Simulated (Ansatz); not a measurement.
## Telling isomers of CH4Cl2Si apart by their spectra

These gas-phase data were calculated for one isomer of CH4Cl2Si at B3LYP-D3(BJ)/def2-SVP (harmonic, unscaled wavenumbers; equilibrium rotational constants with average atomic masses):

| Quantity | Value |
| --- | --- |
| rotational constants | 15.35, 1.175, 1.114 GHz |
| all wavenumbers above 1500 cm⁻¹ | 3154, 3084, 2274, 2264 |
| dipole moment | 0.46 D (PBE0/def2-TZVPD) |

Candidates:

(1) `ClC[SiH2]Cl`, a singlet
(2) `C[SiH](Cl)Cl`, a singlet

Task: Which candidate do the data belong to?

Result: Candidate (1). 2 modes lie between 2000 and 2380 cm⁻¹, one for each Si–H bond, while (2) has 1.

The same quantities for all candidates:

```tsv
	rotational constants (GHz)	wavenumbers above 1500 cm⁻¹	dipole (D)	E above the lowest, B3LYP-D3(BJ)/def2-SVP (kcal/mol)
(1)	15.35, 1.175, 1.114	3154, 3084, 2274, 2264	0.46	41.7
(2)	4.252, 2.314, 1.64	3140, 3133, 3037, 2272	2.10	0.0
```

Each candidate is one conformer. Programs: Ansatz 0.2.0.
